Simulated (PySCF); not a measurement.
# [SbO3]-: from structure and modes to constants

All numbers come from PySCF, PBE0, basis Sb def2-TZVPD with ECP28, O def2-TZVPD (scalar-relativistic core potentials, no spin–orbit coupling, density fitting).

The singlet minimum has D3h symmetry. Masses (u): Sb 120.90382, O 15.99492.

```xyz
4
charge -1 multiplicity 1, angstrom
Sb    0.0000    0.0000    0.0000
O    -0.0012    0.0000    1.8283
O     1.5840    0.0000   -0.9132
O    -1.5828    0.0000   -0.9152
```

Harmonic wavenumbers (cm⁻¹): 192.2 (a2'', ×1), 242.2 (e', ×2), 788.1 (a1', ×1), 826.6 (e', ×2).

Q: Find the principal moments of inertia and the rotational constants. What kind of rotor is it?

A: About the centre of mass I = 80.203, 80.203, 160.41 u Å². With B = 16.8576/I this gives 0.2102, 0.2102, 0.1051 cm⁻¹. The molecule is an oblate symmetric top.

Q: What is the harmonic zero-point energy?

A: Half the sum of all 6 wavenumbers, 3118/2 = 1559 cm⁻¹, which is 18.6 kJ/mol (1 cm⁻¹ = 0.0119627 kJ/mol).

Q: Find the vibrational entropy and heat capacity at 298.15 K.

A: With u = 1.43878 ω/T, each mode gives S = R[u/(eᵘ−1) − ln(1−e⁻ᵘ)] and C = R u² eᵘ/(eᵘ−1)².
```json
{"ω (cm⁻¹)": "192.2", "u": "0.927", "S (J/(mol K))": "9.23", "C (J/(mol K))": "7.74"}
{"ω (cm⁻¹)": "242.2 (×2)", "u": "1.169", "S (J/(mol K))": "7.47", "C (J/(mol K))": "7.43"}
{"ω (cm⁻¹)": "788.1", "u": "3.803", "S (J/(mol K))": "0.91", "C (J/(mol K))": "2.81"}
{"ω (cm⁻¹)": "826.6 (×2)", "u": "3.989", "S (J/(mol K))": "0.78", "C (J/(mol K))": "2.54"}
```
The sums over all modes are S = 26.7 and C = 30.5 J/(mol K); the softest mode gives 35 % of the entropy (each member, where degenerate).

Q: Give the standard entropy (298.15 K, 1 bar) by its translational, rotational, vibrational and spin parts, and Cp.

A: Sackur–Tetrode with M = 168.89 u gives 172.8; rotation with symmetry number 6 gives 91.2; vibration 26.7; spin R ln 1 = 0.0. The total is 290.7 J/(mol K), and Cp = 4 R + 30.5 = 63.8 J/(mol K).

This need not be the most stable arrangement of these atoms. The lowest empty level of this anion is unbound, so it and the gap depend on the basis.
